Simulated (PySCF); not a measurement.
**A small calculation by hand: chemical shift, span and skew from a shielding tensor**

1-butanol (C4H10O), SMILES C(O)CCC. Atoms are numbered in the order given.

```xyz
15

C     -0.2951     2.5161     0.0000
C      0.5274     1.2273     0.0000
C     -0.3372    -0.0351     0.0000
C      0.4743    -1.3210     0.0000
O     -0.4284    -2.4133     0.0000
H     -0.9447     2.5716     0.8890
H      0.3524     3.4070     0.0000
H     -0.9447     2.5716    -0.8890
H      1.1924     1.2156    -0.8824
H      1.1924     1.2156     0.8824
H     -0.9987    -0.0431    -0.8837
H     -0.9987    -0.0431     0.8837
H      1.1352    -1.3415    -0.8916
H      1.1352    -1.3415     0.8916
H      0.0900    -3.2304     0.0000
```

The structure is a stationary point at TPSSh-D3(BJ)/def2-SVP. The values are those of a single conformer.

GIAO shieldings from PBE0/pcSseg-1 (PySCF), non-relativistic, no solvent. The symmetric part of the tensor of C3 has the principal values 123.9, 147.4, 170.2 ppm. The same nucleus in TMS has σ = 186.3 ppm at this level (PySCF, at its B3LYP-D3(BJ)/def2-TZVP geometry).

**Question.** Work out the isotropic shielding, the ¹³C shift against TMS, the span and the skew.

**Answer.** 
σ(iso) = (σ11 + σ22 + σ33)/3 = 147.2 ppm. δ = σ(ref) − σ(iso) = 186.3 − (147.2) = 39.1 ppm.
Span Ω = σ33 − σ11 = 46.3 ppm. Skew κ = 3(σ(iso) − σ22)/Ω = -0.02. Tumbling in solution averages the tensor to δ; in a static solid the shielding alone would spread this spin-1/2 line over Ω.
